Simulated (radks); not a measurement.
Results of a calculation; reference values are marked as such.
Question: Level of theory: non-relativistic Kohn-Sham, exchange-only LDA, spin-polarised, spherical densities, point nucleus; open shells are filled with parallel spins first (spin-orbit coupling, left out, can overturn this in heavy ions) (a radial shooting solver on a logarithmic mesh with Libxc functionals). Response by self-consistent Sternheimer equations with the Hartree and adiabatic exchange-only LDA kernel. For heavy and open-shell atoms this level of theory can miss by tens of per cent. Rank Nb, Ru, O+, S+, Si (NIST ground configurations) by static dipole polarisability, largest first.

Answer: Nb 100.1, Ru 69.70, Si 47.29, S+ 11.43, O+ 2.785 bohr^3.
